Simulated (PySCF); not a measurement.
**Stationary points of TeNI3**

All numbers come from PBE0/[Te def2-SVP with ECP28, N def2-SVP, I def2-SVP with ECP28], scalar-relativistic core potentials, density fitting, no spin–orbit coupling, PySCF.

Relaxations began from a few typed shapes. The search is not exhaustive: other isomers or separated fragments can lie lower, and high-lying points may rest on an excited occupation.

```
   spin  group                                          bonds                                                              angles  imaginary modes (cm⁻¹)  ΔE (kJ/mol)  ΔE with ZPE (kJ/mol)
singlet    C3v                Te–I 2.790 Å (×3), Te–N 1.809 Å                               I–Te–I 96.8° (×3), I–Te–N 120.3° (×3)                    none          0.0                   0.0
singlet    C3v                Te–I 2.789 Å (×3), Te–N 1.809 Å                               I–Te–I 96.9° (×3), I–Te–N 120.2° (×3)                    none          0.3                  -0.3
singlet    C2v  Te–I 2.846 Å, Te–I 2.855 Å (×2), Te–N 1.843 Å  I–Te–I 83.5° (×2), I–Te–I 167.1°, I–Te–N 96.5° (×2), I–Te–N 180.0°                     52i        123.8                     –
```

The lowest minimum found is the singlet C3v: Te–I 2.790 Å (×3), Te–N 1.809 Å; I–Te–I 96.8° (×3), I–Te–N 120.3° (×3).

Counting electrons, tellurium keeps none of its valence electrons outside its bonds, so the VSEPR class is AX4 and the expected shape is tetrahedral; with unlike ligands the computed point group is C3v.
